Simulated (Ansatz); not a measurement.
GeH8N2Si, SMILES `N[SiH2][GeH2][NH2]`. Charge 0, multiplicity 1. Geometry: relaxed with PBE0-D4/def2-TZVP. It is one conformer, not always the lowest.

```xyz
12

N    -0.141    1.228    1.601
Si   -1.098    0.687    0.267
Ge    0.008   -1.221   -0.657
N     1.718   -0.847   -1.273
H    -0.285    2.158    1.964
H     0.055    0.587    2.354
H    -2.526    0.366    0.585
H    -1.118    1.800   -0.723
H    -0.762   -1.814   -1.852
H     0.171   -2.313    0.423
H     2.273   -0.358   -0.582
H     1.704   -0.272   -2.106
```

(1) What is the dipole moment at PBE/def2-TZVPP? (Estimate.)

(2) And with r2SCAN, B3LYP, ωB97M-V? (An estimate is asked.)

(3) Give the Mulliken charges with PBE, B3LYP, r2SCAN in def2-TZVPP. (Estimate.)

Results:

(1) Ansatz gave: 2.05 D, with components (-0.01, 1.56, 1.34) D in this frame, pointing from negative to positive charge.

(2) The calculation gave: r2SCAN 2.12 D, B3LYP 2.13 D, ωB97M-V 2.18 D.

(3) Computed: 
| atom | PBE | B3LYP | r2SCAN |
| --- | --- | --- | --- |
| N1 | -0.39 | -0.40 | -0.45 |
| Si2 | 0.20 | 0.29 | 0.31 |
| Ge3 | 0.21 | 0.22 | 0.23 |
| N4 | -0.39 | -0.40 | -0.43 |
| H5 | 0.15 | 0.14 | 0.15 |
| H6 | 0.15 | 0.14 | 0.15 |
| H7 | -0.09 | -0.10 | -0.11 |
| H8 | -0.07 | -0.08 | -0.08 |
| H9 | -0.02 | -0.02 | -0.02 |
| H10 | -0.03 | -0.03 | -0.03 |
| H11 | 0.14 | 0.12 | 0.14 |
| H12 | 0.14 | 0.12 | 0.14 |

B3LYP here is the variant with VWN-RPA as its local correlation; programs differ in this.
